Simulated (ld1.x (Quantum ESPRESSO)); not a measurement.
# What one change does to a pseudopotential (chromium, PAW)

Cr (Z = 24), PAW, made with ld1.x (Quantum ESPRESSO) 7.5 (Wu–Cohen, scalar-relativistic). Core [Ar], reference 3d5.5 4s0.5 4p0. Waves: 4s (bound): rcut 2.90, rcutus 3.40 bohr; 4s channel at 0.25 Ry: rcut 2.90, rcutus 3.40 bohr; 4p (bound, empty): rcut 3.95, rcutus 4.15 bohr; 4p channel at 0.45 Ry: rcut 3.95, rcutus 4.15 bohr; 3d (bound): rcut 1.90, rcutus 2.50 bohr; 3d channel at 4.35 Ry: rcut 1.90, rcutus 2.50 bohr. Local part: all-electron potential smoothed inside 2.10 bohr (lloc = -1). Core correction: a·sin(br)/r model core, default radius (ld1.x builds one for every PAW set, though the input has nlcc=.false.). Augmentation charge: PSQ, inside the norm-conserving radii.

Change: wave 3d channel at 4.35 Ry: rcut 1.90, rcutus 2.50 bohr becomes 3d channel at 3.27 Ry: rcut 1.90, rcutus 2.50 bohr.

Cutoffs: the cutoffs (Ry, on a coarse ladder) from which the occupation-weighted sum of valence levels, in a spherical-Bessel basis at the reference potential, stays within 10 and 1 mRy of its value at 400 Ry; they do not see the model core or the augmentation charge, which bear on the density cutoff. Errors are all-electron minus pseudo energies relative to the spin-unpolarised reference configuration.

Problem. What does the change do?

Solution. The potential gets neither clearly harder nor softer (15 Ry and 25 Ry → 15 Ry and 25 Ry); of the 7 tests that both files solve, the error grows in 0 and shrinks in 6 by more than 15 % and 0.3 meV (median size 16.6 → 4.8 meV); the range in which the d phases agree widens (upper end 0.3 → at the end of the scan); neither file shows a bound ghost at the reference potential, the only one tested.

```csv
quantity,base,changed
"cutoff, loose",15 Ry,15 Ry
"cutoff, tight",25 Ry,25 Ry
bound ghosts,none,none
"error for 3d5 4s1 4p0, meV [ΔE -0.72 eV]",-7.8,-4.8
"error for 3d5 4s0 4p0, meV [ΔE 6.12 eV]",-17,-4.6
"error for 3d4 4s0 4p0, meV [ΔE 22.14 eV]",-236,-135
"error for 3d3 4s0 4p0, meV [ΔE 52.87 eV]",-1159,-1021
"error for 3d4 4s1 4p1, meV [ΔE 2.84 eV]",-89,-58
"error for 3d5 4s0 4p1, meV [ΔE 2.45 eV]",-6.7,-0.3
"error for 3d6 4s0 4p0, meV [ΔE 1.00 eV]",-6.9,-4.5
s: phases at 4.50 bohr within 0.05 rad from the reference energy up to (Ry; the scan ends near 5),1.0,1.0
p: phases at 4.50 bohr within 0.05 rad from the reference energy up to (Ry; the scan ends near 5),1.2,1.2
d: phases at 4.50 bohr within 0.05 rad from the reference energy up to (Ry; the scan ends near 5),0.3,to the end of the scan
lowest overlap eigenvalue by channel,"s 0.30, p 0.54, d 0.87","s 0.30, p 0.54, d 0.86"
```

Base: These tests converged, but a pseudo level misses the all-electron one widely, so the file describes the atom poorly there or has found another state: 3d3 4s0 4p0: empty 4s by 3.6 eV (a node warning on the way). Changed file: These tests converged, but a pseudo level misses the all-electron one widely, so the file describes the atom poorly there or has found another state: 3d3 4s0 4p0: empty 4s by 3.8 eV (a node warning on the way).
